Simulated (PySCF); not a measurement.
C4H12OSi, SMILES CO[Si@@H](C)CC.

The structure is a stationary point at ωB97X-D3(BJ)/def2-SVP. The structure was generated by enumeration; whether it is a known compound was not checked. One conformer was computed; it need not be the lowest.

Computed with PBE/def2-TZVP run with PySCF.

Gas-phase values at a fixed geometry.

Computed frontier levels, gap, dipole moment:
The highest occupied level comes out as -6.14 eV and the lowest empty level is 0.19 eV. The orbital gap is 6.33 eV and the dipole moment is 1.54 D. The quadrupole, principal values (traceless, Buckingham form, about the centre of nuclear charge) is -3.75, -0.05, 3.81 D·Å.
